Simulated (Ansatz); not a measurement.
Relaxation of Cl$_{2}$F$_{2}$H$_{3}$PZr (9 atoms, charge 0, multiplicity 1), to a largest force component of 0.03 eV/Å in at most 50 steps.

Theory: RKS PBE0-D4/def2-SVP in Ansatz 0.2.0.

```xyz
9
Properties=species:S:1:pos:R:3
Zr 0.517 0.410 -0.438
F -0.813 0.521 2.437
Cl 1.869 0.342 -2.327
Cl -1.492 1.452 -1.008
F 0.478 -1.322 0.295
P 1.710 1.965 1.236
H 2.871 1.139 1.343
H 2.253 2.862 0.271
H -0.318 1.248 2.725
```

Question: Where does it end, and by what steps?

Answer: It converged. After 9 steps the energy has fallen by 0.258 eV; H9 moved furthest, 0.51 Å. Joined: Zr1–F2 (3.17 → 2.39 Å).

```json
{"step": "0", "energy less start (eV)": "0.0000", "largest force component (eV/Å)": "0.284", "accepted": "yes"}
{"step": "1", "energy less start (eV)": "-0.0794", "largest force component (eV/Å)": "0.322", "accepted": "yes"}
{"step": "2", "energy less start (eV)": "-0.1733", "largest force component (eV/Å)": "0.519", "accepted": "yes"}
{"step": "3", "energy less start (eV)": "-0.2251", "largest force component (eV/Å)": "0.416", "accepted": "yes"}
{"step": "4", "energy less start (eV)": "-0.2490", "largest force component (eV/Å)": "0.084", "accepted": "yes"}
{"step": "5", "energy less start (eV)": "-0.2403", "largest force component (eV/Å)": "0.504", "accepted": "no"}
{"step": "6", "energy less start (eV)": "-0.2540", "largest force component (eV/Å)": "0.119", "accepted": "yes"}
{"step": "7", "energy less start (eV)": "-0.2540", "largest force component (eV/Å)": "0.168", "accepted": "yes"}
{"step": "8", "energy less start (eV)": "-0.2567", "largest force component (eV/Å)": "0.121", "accepted": "yes"}
{"step": "9", "energy less start (eV)": "-0.2583", "largest force component (eV/Å)": "0.029", "accepted": "yes"}
```

```xyz
9
Properties=species:S:1:pos:R:3
Zr 0.345 0.360 -0.210
F -0.639 0.576 1.962
Cl 1.718 0.361 -2.092
Cl -1.621 1.394 -0.956
F 0.368 -1.448 0.332
P 1.768 1.967 1.351
H 2.963 1.196 1.423
H 2.218 2.955 0.435
H -0.045 1.255 2.290
```

Whether the end is a true minimum wasn't checked by a vibrational analysis.

Time of the run: 33 s on 4 threads of Arm Neoverse V2 (shared host), peak memory 0.36 GiB.
